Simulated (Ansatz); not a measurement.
A structure relaxed at PBE-D4/def2-TZVP in Ansatz, charge 0, doublet:

```xyz
3

Ag   -0.134    0.100   -0.693
Ag   -0.770   -1.862    0.976
F     0.904    1.762   -0.283
```

Question: Give its formula and point group.

Answer: Ag2F. Point group Cs (tolerance 0.1 Å).

Question: Summarise the bond lengths by kind (pairs closer than 1.2 times the sum of covalent radii, bridged metal pairs left out).

Answer: 1 × Ag–Ag 2.65 Å; 1 × Ag–F 2.00 Å.

In the def2 sets Ag takes a core potential; there is no spin–orbit coupling. The relaxation made no stability test and no search for a lower SCF solution. No other spin state of charge 0 was run. Another isomer (doublet) lies 0.28 eV lower at PBE0-D4/def2-TZVP; other spin states weren't run for this one.
